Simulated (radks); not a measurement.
Values are calculated unless marked as measured or tabulated.
Question: I17+, 36 electrons, occupied as [Kr]. Level of theory: Dirac Kohn-Sham, exchange-only PBE, spin-unpolarised, spherical densities, finite nucleus; Fermi nuclear charge, rms radius 4.75 fm (a radial shooting solver on a logarithmic mesh with Libxc functionals). Some entries of the table are withheld. Estimate them.

orbital,occ.,eigenvalue (eV),<r> (bohr),r(max) (bohr)
1s1/2,2,-33392.08,0.02722,0.01754
2s1/2,2,-5524.113,0.1167,0.09924
2p1/2,2,-5210.801,0.09841,(1)
2p3/2,4,-4911.829,0.1041,(2)
3s1/2,2,-1442.095,0.3118,0.2848
3p1/2,2,-1313.033,0.3017,0.2711
3p3/2,4,-1255.821,0.3129,0.2816
3d3/2,4,-1030.091,0.2828,0.2281
3d5/2,6,-1017.929,0.2863,0.2311
4s1/2,2,-551.2542,0.6840,0.6536
4p1/2,2,-502.8422,(3),0.6626
4p3/2,4,-488.6883,(4),0.6820
4d3/2,0,-408.2017,0.7417,0.6940
4d5/2,0,-405.4442,0.7472,0.6997
5s1/2,0,-286.5042,1.253,1.261

Answer: 
(1) 2p1/2 r(max) (bohr): 0.07612
(2) 2p3/2 r(max) (bohr): 0.08091
(3) 4p1/2 <r> (bohr): 0.6976
(4) 4p3/2 <r> (bohr): 0.7166
